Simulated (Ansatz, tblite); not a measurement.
Removing an electron: GeH2MeI (CH5GeI). The state is a singlet with charge 0. Geometry: PBE0-D4/def2-SVP. Ansatz, gas phase; energy differences of separate SCF runs; the oxidised species was run as a doublet alone.

Cartesian coordinates in Å:
```
Ge 0.1562 0.8546 0.1224
H 1.5765 1.2293 0.5783
H -0.8926 1.6280 0.9392
C -0.1496 -1.0645 0.1520
H -0.0379 -1.4428 1.1797
H 0.5772 -1.5708 -0.4982
H -1.1643 -1.2885 -0.2050
I -0.0655 1.6547 -2.2684
```

In the def2 sets I takes a core potential; there is no spin–orbit coupling. The xTB rows come from tblite. HOMO above LUMO, or a gap near zero within one spin, warns that the state may not be the lowest or that an electron is smeared out.

```
              level  −HOMO (eV)  vertical IE (eV)  −LUMO (eV)  HOMO–LUMO gap (eV)                                     remarks
           GFN1-xTB       11.83             14.78        5.66                6.16                                           –
           GFN2-xTB       11.32             14.37        5.36                5.96                                           –
   PBE-D4/def2-TZVP        6.28              9.35        1.61                4.66  gap within one spin near zero (+1 doublet)
r2SCAN-D4/def2-TZVP        6.57              9.47        1.36                5.21                                           –
  PBE0-D4/def2-TZVP        7.41              9.53        0.76                6.65                                           –
```

Relaxing the oxidised species (PBE0-D4/def2-SVP) changes its energy by -0.16 eV at PBE0-D4/def2-TZVP, so the adiabatic ionisation energy to this nearest minimum is 9.38 eV. At PBE-D4/def2-TZVP it is 9.26 eV.    Raw xTB energy differences between charge states are shifted by several eV; the methods need an empirical correction for them.
